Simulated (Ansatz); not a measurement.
`F[SiH]([SiH3])OC=S`. The species carries charge 0 and has multiplicity 1.

```xyz
11

F    -1.750    0.962   -1.142
Si   -0.660   -0.189   -0.961
Si    1.443    0.806   -0.654
O    -1.111   -1.116    0.352
C    -0.944   -0.805    1.638
S    -1.429   -1.721    2.862
H    -0.772   -1.117   -2.104
H     1.408    1.746    0.496
H     1.803    1.544   -1.892
H     2.445   -0.261   -0.395
H    -0.433    0.151    1.802
```

Problem. List the harmonic frequencies (cm⁻¹, unscaled) at PBE0-D4/def2-TZVP in Ansatz. (Best estimate.)

Solution. Computed: 41, 56, 91, 94, 156, 228, 298, 371, 441, 506, 535, 786, 809, 818, 888, 908, 926, 932, 938, 1063, 1273, 1422, 2225, 2238, 2242, 2275, 3060.

Problem. Is this a minimum?

Solution. Yes, all 27 modes are real.

Problem. Give the ideal-gas thermochemistry at 298.15 K and 1 bar (rigid rotor, harmonic oscillator; point group C1, symmetry number 1).

Solution. Zero-point energy 153.2 kJ/mol; H(298) − E = 179.7 kJ/mol; entropy 408.4 J/(mol·K), of which translation 170.5, rotation 123.2, vibration 114.7; G(298) − E = 58.0 kJ/mol. Modes under 100 cm⁻¹ are hindered rotations or soft bends, so the harmonic entropy is rough.

Problem. Rotational constants (cm⁻¹)?

Solution. 0.09937, 0.03037, 0.02525.
